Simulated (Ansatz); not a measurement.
**Ligand exchange: C2H7BO3 + BH2Cl → CH5BO3 + BH(CH3)Cl**

Gas-phase species: C2H7BO3 `COB(O)OC`, singlet; BH2Cl `BCl`, singlet; CH5BO3 `COB(O)O`, singlet; BH(CH3)Cl, singlet. The partners trade CH3 for H: O–CH3 and B–H bonds give way to O–H and B–CH3.

Shapes, held fixed at every level: PBE0-D4/def2-TZVP. Programs: Ansatz 0.2.0. Electronic energies: no zero-point or thermal term.

| level | kind | ΔE (kJ/mol) | less CCSD(T)/CBS estimate |
| --- | --- | --- | --- |
| HF/def2-TZVPP | Hartree–Fock | -98.4 | +12.6 |
| PBE-D4/def2-TZVPP | GGA | -113.5 | -2.5 |
| PBE0-D4/def2-TZVPP | global hybrid | -114.4 | -3.4 |
| wB97M-V/def2-TZVPP | range-separated hybrid | -111.3 | -0.3 |
| B2PLYP/def2-TZVPP | double hybrid | -108.7 | +2.3 |
| CCSD(T)/def2-TZVPP | coupled cluster or CI | -107.8 | +3.2 |
| CCSD(T)/CBS estimate | coupled cluster or CI | -111.0 | 0.0 |

The highest level, CCSD(T)/CBS estimate, gives ΔE = -111.0 kJ/mol; the levels span -114.4 to -98.4. The column of differences is taken from that level and isn't an error. No measured value is set beside it here. The CBS estimate extrapolates MP2 from def2-TZVPP and def2-QZVPP and adds CCSD(T) − MP2 in the triple-zeta set, cores frozen.
